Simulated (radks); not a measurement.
Species: Er IV. Configuration: [Xe] 4f11.

Method: Dirac Kohn-Sham, exchange-only PBE, spin-unpolarised, spherical densities, point nucleus; open shells are shared between the two j in proportion to 2j + 1; computed with a radial shooting solver on a logarithmic mesh with Libxc functionals.

Energy parts (Ry):
total: -26188.4538
kinetic: 28920.3076
electron-nucleus: -64664.9787
Hartree: 10104.9108
exchange: -548.6935

Orbitals (lengths in bohr, moments of r in powers of bohr):
orbital,occ.,eigenvalue (Ry),<r^4>,<1/r>
1s1/2,2,-4214.554,8.640e-07,77.59
2s1/2,2,-709.5753,0.0001338,18.66
2p1/2,2,-675.9070,0.00008189,18.63
2p3/2,4,-608.5114,0.0001118,16.15
3s1/2,2,-160.8300,0.005077,6.827
3p1/2,2,-146.0715,0.004557,6.741
3p3/2,4,-131.9184,0.005746,6.109
3d3/2,4,-106.7018,0.004041,5.995
3d5/2,6,-103.6090,0.004340,5.840
4s1/2,2,-33.60820,0.1234,2.858
4p1/2,2,-27.71101,0.1384,2.749
4p3/2,4,-24.51615,0.1749,2.531
4d3/2,4,-14.81387,0.2418,2.311
4d5/2,6,-14.23174,0.2609,2.258
5s1/2,2,-5.91637,4.293,1.086
5p1/2,2,-4.27756,6.991,0.9622
5p3/2,4,-3.84792,9.206,0.8875
4f5/2,4.71429,-2.54628,1.565,1.719
4f7/2,6.28571,-2.46129,1.704,1.694

The highest occupied level is 4f7/2 at -33.488 eV. Summed over all electrons, <r^2> = 33.47 bohr^2, which gives a Langevin (diamagnetic) susceptibility term of -26.5 x 10^-6 cm^3/mol. For comparison, the ionisation energy in NIST's Atomic Spectra Database is 42.42 eV (semi-empirical). In exact Kohn-Sham theory the highest level is minus the ionisation energy, but local and semilocal functionals leave it too shallow, through self-interaction and a potential that decays too fast; potentials with the right tail come closer.

Beside tabulated values, note that spin-unpolarised runs miss the spin-polarisation part of the exchange energy of open shells.
